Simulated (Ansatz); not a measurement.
C$_{2}$H$_{7}$GeNO, SMILES `C[N]1[CH2][GeH]1[OH]`, relaxed with RKS PBE0-D4/def2-TZVP in the Gaussian-basis code of Ansatz from a PBE-D4/def2-SVP geometry. The force threshold is 0.005 eV/Å; the program also tests the step.

Total charge 0; spin multiplicity 1.

Start:

```xyz
12

C     1.336    1.057    0.295
N     0.487   -0.067   -0.024
C    -0.375   -0.026   -1.232
Ge   -1.234   -0.583    0.420
O    -1.385   -2.252    1.057
H     2.213    1.095   -0.393
H     0.826    2.052    0.227
H     1.731    0.951    1.326
H    -0.119   -0.724   -2.057
H    -0.666    0.981   -1.613
H    -2.198    0.290    1.240
H    -0.617   -2.775    0.755
```

| step | energy (eV) | largest force (eV/Å) | largest move (Å) |
| --- | --- | --- | --- |
| 1 | -62231.1587 | 0.637 | 0.000 |
| 2 | -62231.2150 | 0.286 | 0.038 |
| 3 | -62231.2232 | 0.087 | 0.022 |
| 4 | -62231.2238 | 0.067 | 0.010 |
| 5 | -62231.2244 | 0.025 | 0.022 |
| 6 | -62231.2246 | 0.013 | 0.013 |
| 7 | -62231.2246 | 0.005 | 0.010 |
| 8 (rejected) | -62231.2246 | 0.026 | 0.006 |
| 9 | -62231.2246 | 0.002 | 0.002 |

End:

```xyz
12

C     1.312    1.061    0.292
N     0.518   -0.100   -0.012
C    -0.359   -0.050   -1.207
Ge   -1.200   -0.561    0.435
O    -1.391   -2.223    1.008
H     2.150    1.140   -0.412
H     0.751    2.008    0.242
H     1.730    0.970    1.297
H    -0.118   -0.752   -2.004
H    -0.605    0.947   -1.586
H    -2.124    0.331    1.252
H    -0.665   -2.771    0.697
```

Hardware: 4 threads of an Intel Xeon Platinum 8175M on a shared host. Wall time 56 s, peak host memory 0.64 GiB.
